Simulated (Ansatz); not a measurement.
Correlation energies of `FB1SC1[SiH3]` by basis set

```tsv
atom	x (Å)	y (Å)	z (Å)
F1	1.499	-1.935	-1.382
B2	1.226	-1.138	-0.385
S3	1.295	-1.000	1.355
C4	0.678	0.225	0.010
Si5	-1.145	0.614	0.107
H6	1.341	1.086	-0.089
H7	-1.907	-0.660	0.109
H8	-1.537	1.433	-1.072
H9	-1.451	1.374	1.347
```

The species carries charge 0 and has multiplicity 1. The geometry is a stationary point of PBE0-D4/def2-TZVP. Frozen core, restricted reference, Ansatz 0.2.0. CBS rows extrapolate triple and quadruple zeta; past MP2 they add the triple-zeta difference.

| basis | HF (Eh) | MP2 corr. |
| --- | --- | --- |
| def2-TZVPP | -850.92402 | -0.80267 |
| def2-QZVPP | -850.95122 | -0.86775 |

Estimate the CCSD correlation energy and the (T) correction in each basis where they were run (hartree).


```csv
basis,CCSD corr.,(T)
def2-TZVPP,-0.84356,-0.03616
CBS(def2),-0.95685,as TZ
```
